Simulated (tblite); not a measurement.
C3H8F2O2Si2.
Cartesian coordinates in Å at the GFN2-xTB level; atoms count from 1:
```
atom  x, y, z in Å
C1     0.844    0.941    2.081
C2     0.956    0.442    0.859
O3     2.076    0.500    0.146
Si4    2.274   -0.110   -1.367
O5    -0.041   -0.195    0.144
C6    -1.355   -0.126    0.565
F7    -1.543   -0.950    1.668
Si8   -2.404   -0.726   -0.933
F9    -2.500    0.573   -1.876
H10    1.690    1.422    2.531
H11   -0.052    0.856    2.663
H12    2.067   -1.557   -1.374
H13    3.664    0.282   -1.544
H14    1.359    0.532   -2.310
H15   -1.609    0.883    0.924
H16   -3.762   -1.025   -0.511
H17   -1.671   -1.729   -1.677
```

Calculated harmonic vibrations of the isolated species, GFN2-xTB (tblite), most abundant isotopes, no scaling. The method is semi-empirical: single wavenumbers can be off by several per cent or more. Modes of hydrogen on silicon can be 10 to 20 % off. One conformer, not necessarily the lowest.

Harmonic wavenumbers (cm⁻¹): 25.7, 50.4, 64.2, 84.0, 96.8, 138.8, 173.1, 174.9, 244.8, 303.3, 407.2, 422.6, 497.8, 538.3, 580.3, 593.8, 622.5, 646.2, 691.0, 703.5, 731.5, 748.9, 751.4, 760.1, 796.9, 802.4, 816.2, 831.7, 919.6, 958.7, 1024.7, 1112.2, 1222.7, 1234.2, 1300.5, 1388.2, 1729.8, 2255.6, 2277.5, 2338.4, 2360.5, 2394.5, 2855.6, 3155.6, 3191.7.

A = 1499, B = 740.5, C = 555.0 MHz; mass 170.003 u (most abundant isotopes); point group C1, symmetry number 1.

Zero-point energy?

Half the sum of the wavenumbers: 22509 cm⁻¹ = 64.36 kcal/mol.

Entropy at 350 K, 1 bar (ideal gas, RRHO, classical rotation)?

Translation 42.12, rotation 31.11, vibration 47.52: S = 120.8 cal/(mol K).

And Cp and H(350 K) − H(0)?

Cp = 50.72 cal/(mol K), of which vibrations give 42.77 (their classical limit is 45 R = 89.4); H(350 K) − H(0) = 10.86 kcal/mol without the zero-point energy, 8.08 from vibrations.

What must be added to the electronic energy to get the Gibbs energy at 350 K and 1 bar?

ZPE + [H(350 K) − H(0)] − T·S = 64.36 + 10.86 − 42.26 = 32.96 kcal/mol.

Blend soft modes into free rotors: weight 1/[1 + (100 cm⁻¹/ν̃)⁴] for the oscillator and the rest for a rotor with moment μB/(μ + B), μ = h/(8π²ν), B = 10⁻⁴⁴ kg m². What vibrational entropy results?

41.92 cal/(mol K) in place of 47.52, which changes −T·S at 350 K by +1.96 kcal/mol.

Hindered rotation and anharmonicity are outside this model. Other conformers, if any are populated, would add a mixing term that is left out. The structure is chiral; the term R ln 2 for an equal mix with its mirror image is left out.

On an Arm Neoverse N1 with one thread, shared host, this took 1.3 s wall. This covers the Hessian and the dipole derivatives.
